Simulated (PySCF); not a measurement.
Si(Cl)(OH)2(OMe) (CH5ClO3Si), SMILES O(C)[Si](Cl)(O)O. Coordinates come from a PBE-D3(BJ)/def2-SVP optimisation. The values are those of a single conformer.

Question: Give the equilibrium geometry at PBE-D3(BJ)/def2-SVP (PySCF confirms it by a frequency run) as Cartesian coordinates in Å. (Estimate from the structure and the level; the computed values follow.)

Answer: One answer among several that fit: 
```xyz
11

C      2.3618    -0.4068     0.1329
O      1.1226    -0.9504    -0.2945
Si    -0.3542    -0.3126     0.0718
O     -0.6237    -0.4673     1.6967
O     -1.5392    -1.1153    -0.7582
Cl    -0.3553     1.7046    -0.4696
H      2.4928    -0.5102     1.2324
H      3.1782    -0.9617    -0.3714
H      2.4505     0.6704    -0.1318
H     -1.4573    -0.0872     2.0236
H     -1.5133    -1.0101    -1.7251
```
Charge 0, spin multiplicity 1.
